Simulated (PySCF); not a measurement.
Cartesian coordinates in Å; atom numbers follow the order of the lines, from 1:
```xyz
16

C     3.2438   -0.2453    0.7624
S     2.2069    1.0252    1.5617
Si    0.4054    0.9139    0.4195
S    -0.1092   -1.1635    0.1806
C    -1.4542   -0.9774   -1.0460
C    -2.5685   -0.2625   -0.3781
N    -2.6854    0.9768   -0.5407
H     3.4903    0.0687   -0.2466
H     4.1464   -0.3260    1.3580
H     2.7121   -1.1912    0.7540
H     0.6094    1.4353   -0.9245
H    -0.5718    1.6139    1.2252
H    -1.0729   -0.4118   -1.8935
H    -1.7267   -1.9892   -1.3389
H    -3.1930   -0.8825    0.2771
H    -3.4402    1.4246   -0.0274
```

Non-relativistic, single conformer, rapidly exchanging positions averaged, isolated molecule. GIAO PBE0/pcSseg-1 shieldings; structure optimised with GFN2-xTB; PySCF 2.14.

Scale: 13C (σref 186.93), 1H (σref 31.72), 29Si (σref 349.16) vs TMS; 33S (σref 503.73) vs CS2; 15N (σref 267.73) vs NH3 (reference shieldings calculated alike).

```tsv
atoms	nucleus	count	Hirshfeld charge	δ (ppm)
Si3	29Si	1	0.27	?
S2	33S	1	-0.10	-195
H15	1H	1	0.05	8.09
H8/H9/H10	1H	3	0.04	2.19
S4	33S	1	-0.08	-174
N7	15N	1	-0.21	?
C6	13C	1	0.05	?
H16	1H	1	0.12	10.80
C5	13C	1	-0.07	?
H11/H12	1H	2	-0.07	5.23
H13/H14	1H	2	0.05	3.26
C1	13C	1	-0.12	15.1
```

Question: Complete the table.

Answer: 
- C6: 170.7 ppm, carbon bonded to C, N, H
- C5: 39.0 ppm, carbon bonded to C, S, 2 H
- Si3: -6.8 ppm, silicon bonded to 2 S, 2 H
- N7: 349.9 ppm, nitrogen bonded to C, H

OH and NH positions are those of a molecule without intermolecular hydrogen bonds; in solution they move with solvent, concentration and temperature, and exchange usually removes their couplings. Shifts are as computed. Against solution values, carbons near 30 ppm lie about +3 ppm off and those near 130 ppm about +5 ppm. Of 1211 compounds with measured shifts, 218 miss one by over three times the rms of a fit or turn the order of signals round; such compounds aren't used in these exercises. Experimental scales use liquid or dissolved standards, which lie at an offset from isolated NH3 (liquid NH3: subtract about 20 ppm). Unscaled 15N shifts of sp2 nitrogen come out 20 to 40 ppm too high even then.
